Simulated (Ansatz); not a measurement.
This geometry of AlClH2 + BrH (6 atoms, charge 0, multiplicity 1) is a first-order saddle point.

All numbers below come from RHF/def2-SVP in Ansatz 0.2.0.

```xyz
6
Properties=species:S:1:pos:R:3
Al -0.060 -0.170 0.018
H -0.158 0.099 1.654
H 1.337 0.025 -0.641
Cl -1.875 0.210 -0.979
Br -0.128 -2.567 1.088
H -0.175 -1.100 1.730
```

Q: Which two structures does it join? (They come from a converged band through this point; their orientation in space is the band's.)

A: Bonds broken: Al1–H2, Br5–H6. Bonds formed: Al1–Br5, H2–H6. AlClH2 + BrH becomes AlBrClH + H2.

Image 0:

```xyz
6
Properties=species:S:1:pos:R:3
Al 0.013 0.280 -0.059
H 0.027 0.867 1.398
H 1.295 -0.012 -0.913
Cl -1.859 0.241 -1.056
Br 0.052 -2.615 1.146
H -0.586 -2.263 2.354
```

Image 8:

```xyz
6
Properties=species:S:1:pos:R:3
Al -0.034 -0.718 -0.598
H -0.225 0.282 2.590
H 1.287 0.103 -0.602
Cl -1.836 0.178 -1.188
Br -0.052 -2.887 0.000
H -0.197 -0.461 2.668
```

Q: How far does it lie above each of them?

A: 68.3 kJ/mol above the first and 183.7 kJ/mol above the second. This is the barrier of this one path; another mechanism may lie lower. The orbitals stay closed-shell, which can raise the energy where a bond breaks towards radicals; this wasn't checked here.

Run time: 110 s on 1 thread of Arm Neoverse V1 (shared host), peak memory 0.16 GiB.
